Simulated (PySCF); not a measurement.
Hg²⁺: interval between two levels

Hg²⁺ [Xe] 4f14 5d10 → Hg²⁺ [Xe] 4f14 5d9 6p1 [3F4, M_J = 4], as a difference of total energies. Calculation: PySCF 2.14, in x2c-SVPall-2c with one added diffuse shell each of s, p, d type (8s11p10d2f, 105 functions); the two-component X2C-1e Hamiltonian. Correlated levels: [Kr] 4d10 4f14 frozen; the 22 highest virtual spinors dropped. "Screened" scales the spin-orbit matrix elements by Boettger's factors to mimic the two-electron term; Breit and QED terms are absent.

```csv
method,interval between two levels (cm⁻¹)
GHF (screened spin-orbit),117220
GMP2 (screened spin-orbit),121860
```

The labels give the starting determinants; with spin-orbit coupling the two ends relaxed to ⟨J²⟩ = 0.00, ⟨L²⟩ = 0.15, ⟨S²⟩ = 0.15 and ⟨J²⟩ = 20.04, ⟨L²⟩ = 12.17, ⟨S²⟩ = 2.15.
